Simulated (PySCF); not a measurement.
# Two-component Hartree-Fock for Ce(49+) (cerium, charge +49)

Start: [He] 2s2 2p5; 2p1/2 filled at m_j = +1/2; 2p3/2 filled at m_j = -3/2, -1/2, +1/2, +3/2. Calculated with PySCF 2.14 in an even-tempered Gaussian basis (17 s from 28 bohr⁻², ratio 2.4; 13 p from 37 bohr⁻², ratio 2.4; 5 d from 130 bohr⁻², ratio 2.6; 4 f from 200 bohr⁻², ratio 2.6): generalised Hartree-Fock with the X2C-1e Hamiltonian and a Gaussian nucleus; one run each with spin-orbit coupling (SO) screened by Boettger's factors, then bare. This is a chosen level, not necessarily the ground level.

| spinor shell | electrons | ε, screened SO (eV) | ε, bare SO (eV) | weight of nominal j (bare SO) | rms radius, bare SO (bohr) |
| --- | --- | --- | --- | --- | --- |
| 1s1/2 | 2 | -44462.7 | -44463.0 | 1.000 | 0.0280 |
| 2s1/2 | 2 | -10063.1 | -10063.2 | 1.000 | 0.111 |
| 2p1/2 | 1 | -9780.5 | -9793.9 | 1.000 | 0.0945 |
| 2p3/2 | 4 | -9290.7 | -9285.9 | 1.000 | 0.100 |

```json
{"quantity": "E (hartree)", "screened SO": "-6145.23373", "bare SO": "-6145.00014"}
{"quantity": "M_J", "screened SO": "1/2", "bare SO": "1/2"}
{"quantity": "⟨J²⟩", "screened SO": "0.750", "bare SO": "0.750"}
{"quantity": "⟨L²⟩", "screened SO": "2.006", "bare SO": "2.006"}
{"quantity": "⟨S²⟩", "screened SO": "0.756", "bare SO": "0.756"}
```

Each row is a mean over spinors that exchange with the open shell spreads, by up to 16.205 eV (2p3/2).

Breit and QED terms are absent; they matter most for the inner s and p1/2 levels.

Densities and radii are taken from the X2C orbitals without a picture-change correction, which distorts them close to the nucleus.
